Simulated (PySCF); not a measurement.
# GeFCl + HCl → GeHF + Cl₂

Level: PBE0 in the def2-TZVP basis family, all electrons, no relativity, computed in PySCF with density fitting; open shells unrestricted.

```json
{"species": "GeFCl", "state and structure": "singlet, Cs, Ge–Cl 2.180 Å, Ge–F 1.748 Å; Cl–Ge–F 98.3°", "E (Eh)": "-2636.68096", "ZPE (kJ/mol)": "7.7", "H(298 K) − H(0) (kJ/mol)": "12.5", "S° (J/(mol K))": "289.2"}
{"species": "HCl", "state and structure": "singlet, C∞v, H–Cl 1.279 Å", "E (Eh)": "-460.66440", "ZPE (kJ/mol)": "17.9", "H(298 K) − H(0) (kJ/mol)": "8.7", "S° (J/(mol K))": "186.6"}
{"species": "GeHF", "state and structure": "singlet, Cs, Ge–F 1.757 Å, Ge–H 1.610 Å; F–Ge–H 94.2°", "E (Eh)": "-2177.13341", "ZPE (kJ/mol)": "19.8", "H(298 K) − H(0) (kJ/mol)": "10.5", "S° (J/(mol K))": "252.6"}
{"species": "Cl₂", "state and structure": "singlet, D∞h, Cl–Cl 1.982 Å", "E (Eh)": "-920.08940", "ZPE (kJ/mol)": "3.5", "H(298 K) − H(0) (kJ/mol)": "9.1", "S° (J/(mol K))": "222.5"}
```

(1) What is the electronic reaction energy?

(2) Add zero-point, thermal and entropy terms for 298.15 K and 1 bar.

## Answers

(1) At PBE0/def2-TZVP, ΔE = 321.8 kJ/mol from the differences of the total energies times 2625.5, uphill. 

(2) ΔZPE = -2.3 and Δ[H(298) − H(0)] = -1.6 kJ/mol give ΔH° = 317.9 kJ/mol. ΔS° = -0.7 J/(mol K), so ΔG° = 317.9 − 298.15 × (-0.0007) = 318 kJ/mol.

Only the bonding shown was studied: isomers, or loss of a ligand pair, can lie lower.
